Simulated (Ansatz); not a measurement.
Ideal-gas functions of CH5BFIn, SMILES `[BH2][InH][CH2]F` at 400 K and 1 bar, from an Ansatz frequency run at PBE0-D4/def2-TZVP.

Molar mass 161.68 g/mol, point group Cs (symmetry number 1), electronic degeneracy 1, moments of inertia 36.34, 260.109, 289.14 u Å². Harmonic wavenumbers (cm⁻¹, unscaled): 45, 79, 207, 219, 336, 408, 461, 515, 549, 644, 836, 1043, 1141, 1250, 1250, 1458, 1792, 2571, 2658, 3031, 3086.

Use S(trans) = R[1.5 ln M + 2.5 ln T − 1.1517]; rotational temperatures θ = 24.2544 K / I; S(rot) = R[ln(√π/σ · √(T³/θAθBθC)) + 1.5]; for each mode x = 1.438777 ν̃/T, S = R[x/(eˣ − 1) − ln(1 − e⁻ˣ)] and H = RT x/(eˣ − 1); 1 cm⁻¹ = 0.0119627 kJ/mol; R = 8.31446 J/(mol·K).

Problem. By hand: the entropy, in J/(mol·K).

Solution. Translation 178.4. Rotation: θ = 0.6674, 0.0932, 0.0839 K, giving 113.8. Vibration, mode by mode: 23.46, 18.80, 10.96, 10.51, 7.23, 5.83, 5.00, 4.28, 3.89, 2.97, 1.72, 0.95, 0.71, 0.51, 0.51, 0.28, 0.10, 0.01, 0.01, 0.00, 0.00, in all 97.7. Electronic 0.0. Sum 389.9 J/(mol·K).

Problem. By hand: H − E and G − E in kJ/mol, counted from the electronic energy.

Solution. Zero-point energy ½ × 23579 × 0.0119627 = 141.0; thermal vibration 19.4; translation, rotation and pV give 4 RT = 13.3. H − E = 173.7 kJ/mol, and G − E = 173.7 − 400 × 389.9/1000 = 17.7 kJ/mol.

Vibration gives 25 % of the entropy, 42.3 J/(mol·K) of it from the modes under 150 cm⁻¹: soft modes count most, and the harmonic formula is weakest for them. The sum counts one conformer and one mirror image; others add a mixing term.
